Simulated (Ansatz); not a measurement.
`CB(C)N=C=O` + `O[SiH3]` → `CB(C)O[SiH3]` + `N=C=O`  (ligand exchange at a B–N bond)

Calculated with Ansatz (gas phase, PBE0-D4/def2-TZVP geometries, no zero-point term in ΔE). CBS: MP2 limit from def2 TZ/QZ plus the TZ coupled-cluster correction, frozen cores. This one scheme is used for every species. Functionals use def2-TZVPP. Each species was taken in one conformer, which may not be the lowest.

```json
{"species": "`CB(C)N=C=O`", "PBE-QIDH energy (Eh)": "-272.56007"}
{"species": "`O[SiH3]`", "PBE-QIDH energy (Eh)": "-366.89819"}
{"species": "`CB(C)O[SiH3]`", "PBE-QIDH energy (Eh)": "-470.92695"}
{"species": "`N=C=O`", "PBE-QIDH energy (Eh)": "-168.53883"}
```

Work out ΔE.

ΔE = (-470.92695) + (-168.53883) − (-272.56007) − (-366.89819) = -0.00752 Eh = -4.7 kcal/mol. CCSD(T)/CBS gives -5.7 kcal/mol.

Largest T1 diagnostic among the species: 0.018.

Leaving LDA and LC-ωPBE aside and taking each functional with its dispersion term where it has one, the values, not all of them listed here, spread over 1.2 kcal/mol, from ωB97M-V to PBE-QIDH. LDA lies −0.9 kcal/mol from PBE without D4. The D4 term adds −1.1 kcal/mol with B3LYP and −0.6 kcal/mol with PBE0; it sums over pairs of atoms, weighted by their polarisabilities, and B3LYP, whose exchange is more repulsive, gets the larger term.

B3LYP here is the variant with VWN-RPA as its local correlation; programs differ in this.
